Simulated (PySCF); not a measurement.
**`[SiH3]C1=C=CCCCCC1`, C$_{8}$H$_{14}$Si**

Molfile (atoms numbered from 1):
```
C8H14Si
     RDKit          3D

 23 23  0  0  0  0  0  0  0  0999 V2000
    2.4610    1.1130    1.2677 Si  0  0  0  0  0  4  0  0  0  0  0  0
    1.2704    0.7781   -0.1376 C   0  0  0  0  0  0  0  0  0  0  0  0
    0.2887    1.6120   -0.3916 C   0  0  0  0  0  0  0  0  0  0  0  0
   -0.9014    2.1335   -0.5627 C   0  0  0  0  0  0  0  0  0  0  0  0
   -2.0781    1.4641    0.1100 C   0  0  0  0  0  0  0  0  0  0  0  0
   -1.7557    0.0782    0.6712 C   0  0  0  0  0  0  0  0  0  0  0  0
   -1.2828   -0.9669   -0.3671 C   0  0  0  0  0  0  0  0  0  0  0  0
    0.1663   -1.4718   -0.2746 C   0  0  0  0  0  0  0  0  0  0  0  0
    1.2524   -0.5591   -0.8597 C   0  0  0  0  0  0  0  0  0  0  0  0
    2.1216    2.4070    1.9282 H   0  0  0  0  0  0  0  0  0  0  0  0
    3.8715    1.1604    0.7693 H   0  0  0  0  0  0  0  0  0  0  0  0
    2.3837    0.0042    2.2735 H   0  0  0  0  0  0  0  0  0  0  0  0
   -1.0752    2.9823   -1.2329 H   0  0  0  0  0  0  0  0  0  0  0  0
   -2.4875    2.1057    0.9112 H   0  0  0  0  0  0  0  0  0  0  0  0
   -2.8841    1.3789   -0.6416 H   0  0  0  0  0  0  0  0  0  0  0  0
   -1.0012    0.1793    1.4690 H   0  0  0  0  0  0  0  0  0  0  0  0
   -2.6641   -0.2930    1.1720 H   0  0  0  0  0  0  0  0  0  0  0  0
   -1.4637   -0.5837   -1.3870 H   0  0  0  0  0  0  0  0  0  0  0  0
   -1.9298   -1.8538   -0.2732 H   0  0  0  0  0  0  0  0  0  0  0  0
    0.4053   -1.6872    0.7821 H   0  0  0  0  0  0  0  0  0  0  0  0
    0.2280   -2.4411   -0.7982 H   0  0  0  0  0  0  0  0  0  0  0  0
    2.2308   -1.0621   -0.7843 H   0  0  0  0  0  0  0  0  0  0  0  0
    1.0608   -0.4005   -1.9336 H   0  0  0  0  0  0  0  0  0  0  0  0
  1  2  1  0
  2  3  2  0
  3  4  2  0
  4  5  1  0
  5  6  1  0
  6  7  1  0
  7  8  1  0
  8  9  1  0
  9  2  1  0
  1 10  1  0
  1 11  1  0
  1 12  1  0
  4 13  1  0
  5 14  1  0
  5 15  1  0
  6 16  1  0
  6 17  1  0
  7 18  1  0
  7 19  1  0
  8 20  1  0
  8 21  1  0
  9 22  1  0
  9 23  1  0
M  END
```

Level of theory: quadratic response CAM-B3LYP/def2-SVPD first hyperpolarisability, Taylor convention, gas phase in PySCF. Geometry: PBE0-D3(BJ)/def2-SVP.

Q: Give the tensor of the second harmonic β(−2ω;ω,ω) at 1064 nm in the axes of these coordinates.

A: In au, Taylor convention; rows are the first index (the induced dipole):
|  | xx | yy | zz | xy | xz | yz |
| --- | --- | --- | --- | --- | --- | --- |
| x | -157.1 | +2.9 | -52.5 | -35.8 | -72.3 | -21.5 |
| y | -32.1 | -46.4 | -7.4 | +1.1 | -19.7 | +9.8 |
| z | -71.2 | +9.4 | -46.8 | -21.3 | -50.9 | -9.4 |

Norm of βᵢ = ⅓ Σⱼ (βᵢⱼⱼ + βⱼᵢⱼ + βⱼⱼᵢ): 250.5 au, hyper-Rayleigh value 101.9 au.
